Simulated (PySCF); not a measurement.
Molecule: SMILES C(=C\[SiH2]C)/[SiH2]N (C₃H₁₁NSi₂). Atoms near the plane z = 0.6 Å, at the GFN2-xTB optimised geometry (x, y, z in Å): Si1 (-2.4, 0.3, 0.0), C3 (-0.5, 0.3, 0.0), C4 (0.3, -0.3, 0.9), Si5 (2.2, -0.3, 0.9), N6 (2.9, 0.6, -0.4), H7 (-2.9, 1.7, 0.0), H8 (-2.9, -0.4, 1.2), H15 (2.6, -1.7, 0.7), H17 (2.8, 1.6, -0.4).

Computed with PBE0/def2-SVP (PySCF). Cells within 0.4 Å of a nucleus heavier than hydrogen are left out (blank, or x). The values are rescaled to run from 0 to 1.

```
|44444444444444444444444444444|
|44444444444444444444444444444|
|44444444444444444444444444444|
|44444444444444444444444444444|
|44444444444444444444444444444|
|44444444444444444444444444444|
|44444444444444444444444444444|
|44444444444444444444444444444|
|44444444444444444444444444444|
|44444444444444444444444444444|
|44444444444444444444444444444|
|44444444444444444444444444444|
|44444445544444444444444444444|
|44444459844443344444654444444|
|44444447644442044349995444444|
|444444334444445x2349x95444444|
|44444444444444444449994444444|
|44444444444444444444433444444|
|44444444444444444444302444444|
|44444444444444444444402444444|
|44444444444444444444444444444|
|44444444444444444444444444444|
|44444444444444444444444444444|
|44444444444444444444444444444|
|44444444444444444444444444444|
|44444444444444444444444444444|
|44444444444444444444444444444|
|44444444444444444444444444444|
|44444444444444444444444444444|
```
Scale: ten equal steps from 0.000 (start of '0') to 1.00 (end of '9'), in the order '0123456789'; x runs from -5.00 to 5.00, y from -5.00 (bottom) to 5.00 (top).

**Question.** Which quantity is mapped?
A. Laplacian of the electron density
B. log10 of the electron density
C. deformation density (molecule minus spherical neutral atoms)
D. an orbital amplitude

**Answer.** A, Laplacian of the electron density. In full: Laplacian of the electron density (e/bohr⁵), clipped to [-1.50, 1.50].
